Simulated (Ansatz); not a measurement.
Gas-phase electronic energies from Ansatz, PBE0-D4/def2-TZVP geometries. CCSD(T)/CBS adds triple-zeta CCSD(T) − MP2 to the extrapolated MP2 energy (def2 sets, frozen cores). This one scheme is used for every species. For Ga outer-core shells are correlated without core-valence functions, which leaves a few kJ/mol of doubt a bond. Scalar relativity is left out up to krypton. Each species was taken in one conformer, which may not be the lowest.

Reaction (redistribution): `C[SiH2][GaH][NH2]` + `N[SiH2]C(O)F` → `C[SiH2][GaH][CH](O)F` + `N[SiH2]N`

`C[SiH2][GaH][NH2]`:

```xyz
12

C     1.192    1.916   -0.115
Si    0.226    0.604    0.826
Ga   -0.100   -1.412   -0.444
N    -1.766   -2.143   -0.464
H     1.347    2.802    0.505
H     0.659    2.222   -1.017
H     2.171    1.535   -0.415
H     0.961    0.267    2.083
H    -1.092    1.164    1.249
H     0.963   -2.206   -1.286
H    -2.556   -1.757    0.024
H    -2.004   -2.993   -0.947
```

`N[SiH2]C(O)F`:

```xyz
11

N     0.574   -1.359   -0.452
Si   -0.441   -0.008   -0.822
C    -0.198    1.129    0.693
O    -0.151    0.378    1.841
F     1.027    1.798    0.508
H     1.565   -1.296   -0.630
H     0.240   -2.290   -0.646
H    -1.836   -0.513   -0.874
H    -0.101    0.716   -2.075
H    -0.947    1.911    0.840
H     0.270   -0.467    1.617
```

`C[SiH2][GaH][CH](O)F`:

```xyz
14

C    -1.784    0.517   -0.898
Si   -1.517   -0.918    0.281
Ga    0.748   -0.992    1.101
C     1.954    0.487    0.432
O     2.029    0.335   -0.941
F     1.340    1.716    0.735
H    -1.106    0.437   -1.751
H    -2.811    0.538   -1.269
H    -1.573    1.464   -0.398
H    -2.450   -0.817    1.443
H    -1.831   -2.212   -0.395
H     1.365   -2.058    2.083
H     2.951    0.560    0.882
H     2.683    0.943   -1.305
```

`N[SiH2]N`:

Z-matrix (Å, degrees):
```
Si
N 1 1.711
N 1 1.711 2 108.5
H 1 1.493 2 103.5 3 -125.0
H 1 1.493 2 117.1 3 116.6
H 2 1.006 1 120.5 3 150.7
H 2 1.007 1 121.6 3 -58.1
H 3 1.006 1 120.5 2 150.7
H 3 1.007 1 121.6 2 -58.1
```

```json
{"species": "`C[SiH2][GaH][NH2]`", "CCSD(T)/CBS(def2) energy (Eh)": "-2310.61749"}
{"species": "`N[SiH2]C(O)F`", "CCSD(T)/CBS(def2) energy (Eh)": "-560.42813"}
{"species": "`C[SiH2][GaH][CH](O)F`", "CCSD(T)/CBS(def2) energy (Eh)": "-2468.88734"}
{"species": "`N[SiH2]N`", "CCSD(T)/CBS(def2) energy (Eh)": "-402.15462"}
```

Problem. Work out ΔE.

Solution. ΔE = (-2468.88734) + (-402.15462) − (-2310.61749) − (-560.42813) = 0.00366 Eh = +9.6 kJ/mol.

Largest T1 diagnostic among the species: 0.014.

In def2-TZVPP, CCSD(T) changes the Hartree–Fock value by +13.9 kJ/mol (the triples alone add +3.4 kJ/mol) and MP2 by +13.4 kJ/mol. From PBE to PBE0 (25 % exact exchange), in def2-TZVPP and without D4, ΔE moves by −4.9 kJ/mol.
